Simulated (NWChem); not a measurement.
# BH2OCl; SMILES OBCl

```xyz
5

B     -0.5698     0.5776     0.0000
H     -1.7670     0.7498     0.0000
Cl     0.0859    -1.0750     0.0000
O      0.2455     1.6534     0.0000
H      1.1918     1.4099     0.0000
```
Atoms are numbered in this order, from 1.

Program: NWChem. Medium grid unless said otherwise, to which SCAN and Minnesota functionals are sensitive. The geometry was optimised at PBE-D3(BJ)/def2-SVP.

For level KT2/def2-SVP:

highest occupied level (eV): -7.59
orbital gap (eV): 6.50

**Question.** What are these values for level SCAN/def2-SVP?

**Answer.** 
| Quantity | Value |
|---|---|
| highest occupied level (eV) | -7.90 |
| orbital gap (eV) | 7.04 |
